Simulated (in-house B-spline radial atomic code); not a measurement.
Results of a calculation; reference values are marked as such.
Weak and strong correlation along the adiabatic connection

Two-electron singlets in several external potentials (atomic units), by full CI in B-splines with partial waves to l = 8 (correlation energies up to 0.6 % small). The repulsion is scaled by λ at fixed density; W(λ) is the mean repulsion less the Hartree energy, W(0) = E_x, and the area under W from 0 to 1 is E_xc.

One system gave this curve:

| λ | W (hartree) |
| --- | --- |
| 0 | -6.0275 |
| 0.02 | -6.0293 |
| 0.05 | -6.0321 |
| 0.12 | -6.0386 |
| 0.25 | -6.0506 |
| 0.4 | -6.0642 |
| 0.6 | -6.0822 |
| 0.8 | -6.0998 |
| 1 | -6.1173 |
| 1.4 | -6.1514 |
| 2 | -6.2007 |
| 3 | -6.2785 |
| 4.5 | -6.3856 |
| 7 | -6.5423 |
| 10 | -6.7015 |

(1) Which system is it?
A. −Z/r, Z = 2.54, wall at 1 bohr
B. −Z/r, Z = 10
C. ω²r²/2 − Z/r, ω = 0.174, Z = 1.5
D. ω²r²/2 − Z/r, ω = 0.164, Z = 2

Answers

(1) B. The exchange energy sets the size: −Z/r, Z = 10: E_x = -6.03, E_c = -0.0455; −Z/r, Z = 2.54, wall at 1 bohr: E_x = -2.15, E_c = -0.0444; ω²r²/2 − Z/r, ω = 0.164, Z = 2: E_x = -1.04, E_c = -0.0418; ω²r²/2 − Z/r, ω = 0.174, Z = 1.5: E_x = -0.757, E_c = -0.04 hartree.
